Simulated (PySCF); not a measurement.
Level of theory: CAM-B3LYP-D3(BJ)/def2-TZVP run with PySCF. Isolated molecules, 0 K electronic values unless said otherwise. One relaxed conformer stands for a flexible species; it need not be the lowest. Excitations are Tamm–Dancoff values on a coarser integration grid. The basis has no diffuse functions, so Rydberg states are missing or too high.

Reference species (SMILES): `NB(N)N` (neutral, multiplicity 1).

The T1 excitation (TDA) is 5.81 eV, the S1 oscillator strength comes out as 0.000 and the HOMO is -7.99 eV.

Changed species: `NB(O)O` (O–B–O–H torsion 0°, O–B–O–H torsion 180°) (1 of 3 OH replaced by NH2; the reference has 3 of 3 OH replaced by NH2).

Problem. Give the shifts of the T1 excitation (TDA), S1 oscillator strength and HOMO.

Solution. the T1 excitation (TDA) rises by 0.59 eV, to 6.40 eV; the S1 oscillator strength goes up by 0.014, to 0.014; the HOMO falls by 1.08 eV, to -9.07 eV.
